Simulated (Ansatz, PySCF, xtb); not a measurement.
Noncovalent pair: HF (SMILES F) (first 2 atoms) with SO2 (SMILES O=S=O); geometry from B3LYP-D3(BJ)/def2-TZVP, rigid monomers moved along the line of their centres of mass till H2···O3 is 3.31 Å.
(charge 0, multiplicity 1):
```xyz
5

F      0.35084     0.50697    -0.65679
H      0.08404     0.72411     0.21057
O     -0.59869     0.34977     3.43015
S     -0.45703    -0.88333     4.17249
O     -0.79778    -0.86787     5.56523
```

Counterpoise-corrected where a basis set is named; no monomer relaxation. Rows marked so take none.

Correlated levels freeze the cores. CBS(a, b) extrapolates the correlation energy as X⁻³ and adds the Hartree–Fock energy of set b. Rows in 6-31G*, STO-3G carry no dispersion term and start afresh at each structure (6-31G* with six Cartesian d functions).

Codes used: Ansatz (Gaussian basis) for Hartree–Fock, density functionals and correlated methods; PySCF for 6-31G* rows, STO-3G rows, the dispersion terms; xtb for the GFN methods. 

```csv
level,interaction energy (kJ/mol)
GFN2-xTB,-9.0
HF/STO-3G (no counterpoise),-3.0
HF/aug-cc-pV(D+d)Z,-5.0
BP86/6-31G* (no counterpoise),-4.3
B3LYP/6-31G* (no counterpoise),-5.1
B3LYP-D4/def2-TZVPPD,-4.9
M06-2X/6-31G* (no counterpoise),(withheld)
MP2/aug-cc-pV(T+d)Z,-4.5
"CCSD(T)/CBS(aug-cc-pV(D+d)Z, aug-cc-pV(T+d)Z)",-4.7
```

Problem. Fill in the missing entries.

Solution. 
- M06-2X/6-31G* (no counterpoise), interaction energy (kJ/mol): -5.7

Ansatz is an electronic-structure program.
